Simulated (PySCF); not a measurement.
PySCF job for C3H5ClGeO, SMILES C=[C](Cl)[GeH2][CH]=O, B3LYP-D3(BJ)/def2-SVP. Geometry: B3LYP-D3(BJ)/def2-SVP. This is a generated structure with no PubChem entry under its InChIKey; it may be hypothetical. The values are those of a single conformer.

```python
import numpy as np
from pyscf import gto, scf, dft, df
from pyscf.hessian import thermo

mol = gto.M(
    atom='''
    C    -2.40663099   -0.28443931   -0.61901464
    C    -1.30499332   -0.02930284    0.09087820
    Cl   -1.34679399    1.12946001    1.42347574
    Ge    0.48123339   -0.77495933   -0.21036036
    C     1.73993231    0.77065266   -0.51564963
    O     2.77883543    0.64049046   -1.10886064
    H    -3.36497575    0.19711617   -0.40321853
    H    -2.36735808   -0.99866305   -1.44625179
    H     0.46782731   -1.70122313   -1.43934522
    H     0.93285963   -1.53286049    1.05286530
    H     1.42714487    1.76812210   -0.09800434
    ''',
    basis='def2-SVP',
    charge=0,
    spin=0,
    max_memory=1600,
    verbose=3,
)
mf = dft.RKS(mol, xc='b3lyp').density_fit(auxbasis='def2-universal-jkfit')
mf.disp = 'd3bj'
mf.grids.level = 3
mf.conv_tol = 1e-11
mf.max_cycle = 100
mf.kernel()

# [left out here: the lines that compute and print the analytic Hessian (its translational invariance restored by hand, since the grid's response is missing), thermochemistry and intensities]
```

Program output:

```
converged SCF energy = -2729.22491831482

WARN: DFTD3 does not support analytical Hessian, using finite difference


WARN: Mole.unit (angstrom) is changed to Bohr

Mode                                 0                   1                   2
Irrep
Freq [cm^-1]                       32.6939             59.2615             87.9357
Reduced mass [au]                   5.2169              4.1688              4.0212
Force const [Dyne/A]                0.0033              0.0086              0.0183
Char temp [K]                      47.0393             85.2640            126.5199
Normal mode                   x     y     z       x     y     z       x     y     z
       0   C                -0.05 -0.08  0.09    0.02  0.03 -0.04   -0.01 -0.08  0.05
       1   C                -0.01 -0.02  0.02   -0.00  0.01  0.00   -0.01  0.00  0.01
       2  Cl                 0.03  0.02 -0.01   -0.05 -0.04  0.05   -0.06  0.00  0.01
       3  Ge                -0.01  0.01 -0.04    0.01  0.03  0.02    0.00  0.04 -0.02
       4   C                -0.03  0.02 -0.04   -0.00  0.01 -0.14    0.11 -0.04  0.07
       5   O                 0.07 -0.02  0.15    0.06 -0.09 -0.01    0.04 -0.08 -0.06
       6   H                -0.05 -0.10  0.13    0.01  0.02 -0.06   -0.04 -0.15  0.08
       7   H                -0.07 -0.11  0.12    0.05  0.06 -0.07    0.01 -0.09  0.06
       8   H                -0.03  0.03 -0.05   -0.01 -0.05  0.08   -0.01  0.10 -0.06
       9   H                 0.04 -0.01 -0.07    0.06  0.12  0.05   -0.03 -0.04 -0.05
      10   H                -0.12  0.07 -0.22   -0.06  0.09 -0.37    0.28 -0.06  0.24
Mode                                 3                   4                   5
Irrep
Freq [cm^-1]                      181.8437            272.8625            306.6911
Reduced mass [au]                   7.2500              3.6451              3.9235
Force const [Dyne/A]                0.1412              0.1599              0.2174
Char temp [K]                     261.6326            392.5884            441.2602
Normal mode                   x     y     z       x     y     z       x     y     z
       0   C                -0.08 -0.01 -0.02    0.10 -0.05 -0.06   -0.09  0.10  0.05
       1   C                -0.04 -0.03 -0.07    0.02 -0.04  0.06   -0.02 -0.06  0.01
       2  Cl                 0.08 -0.07 -0.04    0.03  0.01  0.00   -0.04  0.00 -0.02
       3  Ge                -0.01  0.04  0.03   -0.01  0.03 -0.01    0.06 -0.00 -0.01
       4   C                 0.01  0.02  0.02   -0.08  0.02  0.04   -0.04  0.03  0.03
       5   O                -0.02 -0.04 -0.00   -0.10 -0.10  0.02   -0.06 -0.07  0.01
       6   H                -0.07 -0.01  0.04    0.07 -0.04 -0.21    0.00  0.24  0.14
       7   H                -0.13 -0.00 -0.03    0.22 -0.07 -0.04   -0.25  0.12  0.03
       8   H                 0.14 -0.03  0.09   -0.02  0.20 -0.14    0.14  0.11 -0.09
       9   H                -0.09  0.14  0.12    0.11 -0.14 -0.15    0.09 -0.08 -0.07
      10   H                 0.08  0.03  0.04   -0.01  0.07 -0.02    0.00  0.06 -0.02
Mode                                 6                   7                   8
Irrep
Freq [cm^-1]                      372.9052            422.0348            499.1191
Reduced mass [au]                   4.1549              1.2881              5.1030
Force const [Dyne/A]                0.3404              0.1352              0.7490
Char temp [K]                     536.5276            607.2141            718.1213
Normal mode                   x     y     z       x     y     z       x     y     z
       0   C                 0.01 -0.04  0.03    0.02  0.01 -0.01    0.10  0.05  0.10
       1   C                 0.06  0.16 -0.12   -0.01 -0.06  0.06    0.12  0.02  0.04
       2  Cl                -0.01  0.00  0.03   -0.00  0.02  0.01   -0.02 -0.06 -0.07
       3  Ge                 0.02 -0.00 -0.01    0.00  0.01 -0.03   -0.02  0.02  0.01
       4   C                -0.07 -0.03  0.02   -0.03 -0.03  0.01   -0.01 -0.03 -0.00
       5   O                -0.07 -0.04  0.03   -0.02 -0.01  0.03   -0.00  0.01  0.01
       6   H                -0.05 -0.22  0.16    0.03  0.07 -0.08    0.16  0.11  0.23
       7   H                 0.03 -0.02  0.02    0.03  0.00 -0.00   -0.03  0.08  0.08
       8   H                 0.10 -0.11  0.07    0.08 -0.44  0.31   -0.17 -0.02  0.03
       9   H                -0.19  0.10  0.12    0.18  0.54  0.24    0.07  0.03 -0.02
      10   H                -0.11 -0.03 -0.02    0.07 -0.09  0.25   -0.02 -0.05  0.04
Mode                                 9                  10                  11
Irrep
Freq [cm^-1]                      597.5002            646.1929            708.1894
Reduced mass [au]                   2.6327              1.3151              1.1264
Force const [Dyne/A]                0.5538              0.3235              0.3329
Char temp [K]                     859.6698            929.7277           1018.9269
[...]
       7   H                 0.01  0.26 -0.24   -0.35 -0.01 -0.08    0.00  0.01 -0.01
       8   H                 0.50  0.21 -0.16   -0.21 -0.05  0.04   -0.23  0.53 -0.39
       9   H                 0.52  0.11 -0.12   -0.07 -0.05 -0.01   -0.20  0.49  0.35
      10   H                 0.01 -0.09  0.06    0.01  0.01  0.02    0.11 -0.05  0.19
Mode                                15                  16                  17
Irrep
Freq [cm^-1]                      885.0116            925.6229           1088.4429
Reduced mass [au]                   1.5009              1.3441              1.9166
Force const [Dyne/A]                0.6926              0.6785              1.3378
Char temp [K]                    1273.3347           1331.7653           1566.0269
Normal mode                   x     y     z       x     y     z       x     y     z
       0   C                 0.00  0.00  0.01   -0.03 -0.11  0.09   -0.05  0.08  0.08
       1   C                 0.00  0.01  0.00    0.01  0.03 -0.03    0.08 -0.10 -0.10
       2  Cl                -0.00 -0.00 -0.00   -0.00 -0.00  0.00   -0.01  0.01  0.01
       3  Ge                 0.00  0.00  0.01   -0.00  0.00 -0.00   -0.01  0.00  0.00
       4   C                -0.07  0.04 -0.14    0.00 -0.00  0.00    0.00 -0.00  0.00
       5   O                 0.02 -0.01  0.04   -0.00  0.00 -0.00    0.00  0.00 -0.00
       6   H                -0.01 -0.02 -0.01    0.15  0.47 -0.40   -0.27 -0.20 -0.33
       7   H                 0.04  0.01  0.00    0.13  0.42 -0.36    0.48 -0.00  0.17
       8   H                 0.13 -0.09  0.07   -0.00 -0.01  0.01   -0.02  0.00  0.00
       9   H                -0.19 -0.32 -0.12    0.00 -0.01 -0.00    0.03  0.00 -0.02
      10   H                 0.31 -0.15  0.58   -0.00  0.00 -0.01   -0.02 -0.01 -0.01
Mode                                18                  19                  20
Irrep
Freq [cm^-1]                     1367.2357           1387.2542           1665.9662
Reduced mass [au]                   1.1876              1.1578              5.5499
Force const [Dyne/A]                1.3080              1.3128              9.0754
Char temp [K]                    1967.1477           1995.9499           2396.9545
Normal mode                   x     y     z       x     y     z       x     y     z
       0   C                 0.00 -0.00 -0.00    0.00 -0.00 -0.00    0.16  0.03  0.10
       1   C                -0.01  0.00 -0.00   -0.09 -0.02 -0.05   -0.16 -0.03 -0.10
       2  Cl                 0.00 -0.00 -0.00    0.00  0.00  0.00    0.00  0.00  0.00
       3  Ge                -0.00  0.00  0.00    0.00 -0.00 -0.00    0.00 -0.00  0.00
       4   C                 0.04  0.08  0.00   -0.00 -0.01  0.00   -0.00 -0.00  0.00
       5   O                 0.03 -0.05 -0.03   -0.00  0.00  0.00    0.00  0.00 -0.00
       6   H                 0.03  0.02  0.04    0.29  0.32  0.48    0.04 -0.15 -0.16
       7   H                 0.04 -0.00  0.01    0.63 -0.09  0.13   -0.21  0.11  0.05
       8   H                 0.03  0.02 -0.03   -0.01 -0.01 -0.01   -0.01 -0.01 -0.01
       9   H                 0.03  0.01  0.01    0.01  0.00 -0.00    0.01  0.00 -0.01
      10   H                -0.78 -0.31  0.35    0.06  0.02 -0.03    0.00 -0.00 -0.00
Mode                                21                  22                  23
Irrep
Freq [cm^-1]                     1806.6212           2128.8117           2145.7131
Reduced mass [au]                  11.3865              1.0184              1.0249
Force const [Dyne/A]               21.8964              2.7193              2.7801
Char temp [K]                    2599.3257           3062.8861           3087.2034
Normal mode                   x     y     z       x     y     z       x     y     z
       0   C                 0.00 -0.00  0.00   -0.00  0.00  0.00   -0.00 -0.00 -0.00
       1   C                -0.00  0.00 -0.00    0.00 -0.00 -0.00    0.00  0.00  0.00
       2  Cl                -0.00 -0.00 -0.00   -0.00  0.00  0.00   -0.00 -0.00 -0.00
       3  Ge                -0.00  0.00  0.00   -0.00  0.01 -0.01    0.00  0.00  0.01
       4   C                 0.19 -0.01 -0.11   -0.01  0.00  0.00   -0.00  0.00  0.00
       5   O                -0.14  0.02  0.08    0.00 -0.00 -0.00    0.00 -0.00 -0.00
       6   H                 0.00 -0.00 -0.00   -0.00 -0.00 -0.00   -0.00  0.00 -0.00
       7   H                -0.00  0.00 -0.00    0.00  0.00 -0.00   -0.00 -0.00 -0.00
       8   H                 0.01 -0.01 -0.04   -0.01 -0.22 -0.33   -0.00 -0.55 -0.72
       9   H                 0.02 -0.00  0.02    0.27 -0.44  0.75   -0.12  0.21 -0.32
      10   H                -0.02 -0.11 -0.02    0.01  0.00 -0.00    0.00  0.01 -0.00
Mode                                24                  25                  26
Irrep
Freq [cm^-1]                     2828.5539           3135.6876           3235.0117
Reduced mass [au]                   1.0843              1.0606              1.1183
Force const [Dyne/A]                5.1114              6.1444              6.8952
Char temp [K]                    4069.6594           4511.5563           4654.4615
Normal mode                   x     y     z       x     y     z       x     y     z
       0   C                 0.00 -0.00 -0.00    0.06  0.01  0.03    0.05 -0.06 -0.05
       1   C                 0.00  0.00  0.00   -0.01 -0.00 -0.00    0.00 -0.00 -0.00
       2  Cl                -0.00 -0.00 -0.00   -0.00 -0.00 -0.00   -0.00  0.00  0.00
       3  Ge                -0.00 -0.00  0.00   -0.00  0.00  0.00   -0.00 -0.00 -0.00
       4   C                -0.02  0.07  0.03    0.00 -0.00 -0.00   -0.00 -0.00  0.00
       5   O                -0.00 -0.00  0.00    0.00  0.00 -0.00    0.00 -0.00 -0.00
       6   H                -0.00 -0.00  0.00   -0.61  0.31  0.15   -0.57  0.28  0.12
       7   H                -0.00  0.00 -0.00    0.03 -0.44 -0.50   -0.02  0.45  0.52
       8   H                 0.00 -0.00 -0.00   -0.00 -0.00 -0.00   -0.00  0.00  0.00
       9   H                 0.00  0.01 -0.00    0.00  0.00 -0.00    0.00  0.00  0.00
      10   H                 0.26 -0.85 -0.35   -0.00  0.00  0.00    0.00  0.00 -0.00
temperature 298.1500 [K]
pressure 101325.00 [Pa]
Rotational constants [GHz] 2.99276 1.14956 0.94332
Symmetry number 1
Zero-point energy (ZPE) 0.06634 [Eh]   174178.268 [J/mol]
                           tot       elec      trans        rot        vib
Entropy [J/mol/K]       393.851      0.000    172.437    121.268    100.146
Cv [J/mol/K]            116.213      0.000     12.472     12.472     91.270
Cp [J/mol/K]            124.528      0.000     20.786     12.472     91.270
Internal energy [J/mol]                      3718.434   3718.434 188806.042
Internal energy [Eh]   -2729.15017  -2729.22492
Enthalpy [J/mol]                             6197.391   3718.434 188806.042
Enthalpy [Eh]          -2729.14923
Gibbs free energy [J/mol]                  -45214.723 -32437.681 158947.510
Gibbs free energy [Eh] -2729.19395
mode   freq/cm-1   IR/(km/mol)
   1       32.69         4.167
   2       59.26         4.346
   3       87.94         3.015
   4      181.84         3.344
   5      272.86         4.056
   6      306.69         8.506
   7      372.91         8.570
   8      422.03        17.304
   9      499.12         7.027
  10      597.50         2.782
  11      646.19         8.238
  12      708.19        31.986
  13      731.81       146.684
  14      750.26        21.341
  15      851.09        64.923
  16      885.01        15.183
  17      925.62        33.803
  18     1088.44        20.605
  19     1367.24        26.489
  20     1387.25         5.399
  21     1665.97        16.229
  22     1806.62       213.085
  23     2128.81        79.072
  24     2145.71       103.327
  25     2828.55       112.503
  26     3135.69         0.496
  27     3235.01         0.421
max |gradient| / (hartree/bohr): 6.255465230389133e-05
APT charges: [-0.1983  0.0872 -0.347   0.9884  0.5781 -0.642   0.0663  0.0486 -0.2544
 -0.2447 -0.0825]
```

The calculation finished and met its thresholds.

Cost: very roughly 4 core-minutes.
